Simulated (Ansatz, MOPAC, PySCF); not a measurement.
Species: methylhydroxycarbene, C₂H₄O, net charge 0, singlet state. SMILES: [C](O)C
Geometry: optimised at B3LYP-D3(BJ)/def2-TZVP (Ansatz, an electronic-structure program).

Unscaled harmonic wavenumbers (cm⁻¹) in rising order, each level at the stationary point that it reaches from this structure (no distance between atoms moves by over 0.3 Å); the order of modes can differ between levels, and a negative number is imaginary. B3LYP-D3(BJ)/def2-TZVP (PySCF, at the structure above): 147, 539, 748, 913, 982, 1064, 1328, 1354, 1371, 1430, 1469, 2895, 3062, 3084, 3290.

AM1 (MOPAC): 155, 472, 731, 994, 1001, 1152, 1358, 1366, 1401, 1429, 1703, 3035, 3043, 3135, 3248. Zero-point energy 34.6 against 33.8 kcal/mol; where all levels lie over 400 cm⁻¹, the wavenumbers are on average 1.022 times those of B3LYP-D3(BJ)/def2-TZVP.

HF/6-31G* (Ansatz): 117, 574, 774, 972, 1052, 1171, 1455, 1500, 1530, 1592, 1624, 3120, 3240, 3267, 3888. Zero-point energy 37.0 against 33.8 kcal/mol; where all levels lie over 400 cm⁻¹, the wavenumbers are on average 1.089 times those of B3LYP-D3(BJ)/def2-TZVP.

B3LYP/6-31G* (Ansatz): 162, 539, 755, 908, 994, 1070, 1345, 1382, 1398, 1464, 1500, 2905, 3076, 3103, 3212. Zero-point energy 34.0 against 33.8 kcal/mol; where all levels lie over 400 cm⁻¹, the wavenumbers are on average 1.008 times those of B3LYP-D3(BJ)/def2-TZVP.
